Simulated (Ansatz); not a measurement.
```yaml
crystal:
  periodic: [false, false, false]
  atoms:
    - {symbol: C, position_ang: [0.583228, 2.163277, -1.784567]}
    - {symbol: N, position_ang: [0.065563, 1.369326, -0.731704]}
    - {symbol: W, position_ang: [-0.287940, 0.001499, 0.308239]}
    - {symbol: N, position_ang: [0.719915, -1.367485, -0.124570]}
    - {symbol: C, position_ang: [1.728068, -2.164205, -0.720873]}
    - {symbol: O, position_ang: [0.084534, 0.503970, 2.095670]}
    - {symbol: C, position_ang: [0.567228, 1.655569, 2.728351]}
    - {symbol: O, position_ang: [-2.100001, -0.498766, 0.078346]}
    - {symbol: C, position_ang: [-2.768228, -1.655254, -0.341084]}
    - {symbol: H, position_ang: [-0.215528, 2.481146, -2.464416]}
    - {symbol: H, position_ang: [1.335118, 1.623610, -2.372049]}
    - {symbol: H, position_ang: [1.055903, 3.068295, -1.386830]}
    - {symbol: H, position_ang: [2.252604, -1.628679, -1.520772]}
    - {symbol: H, position_ang: [2.470378, -2.477331, 0.022243]}
    - {symbol: H, position_ang: [1.294135, -3.072016, -1.154824]}
    - {symbol: H, position_ang: [0.490988, 2.533939, 2.078868]}
    - {symbol: H, position_ang: [1.615681, 1.516937, 3.012461]}
    - {symbol: H, position_ang: [-0.015592, 1.837013, 3.636468]}
    - {symbol: H, position_ang: [-3.624648, -1.833116, 0.316344]}
    - {symbol: H, position_ang: [-2.113009, -2.532202, -0.311762]}
    - {symbol: H, position_ang: [-3.138396, -1.525538, -1.363531]}
basis:
  gaussian: {orbitals: def2-SVP}
hamiltonian: {xc: {name: rPW86-PBE}}
```

```sh
$ ansatz run in.yaml --threads 4 --pin off --events-out ev --progress --plain --max-ram 46080MiB --backend cpu
```

Output, abridged:

```
Functional definition: rPW86-PBE
2265 factors; their error is unknown
mean field evaluation 1: about -13228.5879 eV, gradient 1.3e2 eV
mean field evaluation 2: about -12996.5383 eV, gradient 3.2e2 eV
mean field evaluation 4: about -13260.8964 eV, gradient 4.9e1 eV
mean field evaluation 8: about -13265.6423 eV, gradient 1.3e0 eV
mean field evaluation 16: about -13265.5430 eV, gradient 7.6e-3 eV
mean field -13265.54302949 eV, -487.4997146258 hartree, gradient 1.0e-5 eV, S^2 0.000000; 0 other end points of the search recorded, 0 dependent functions left out
reference -13265.54320312 eV, -487.4997210064 hartree; 40, 40 occupied and 164, 164 virtual orbitals, 2265 factors
Total energy: -13265.54320312 eV, -487.4997210064 hartree
```

It took 8 s on 4 threads of an AMD EPYC 7R13 on a shared host, with 1.4 GiB of host memory at the peak.
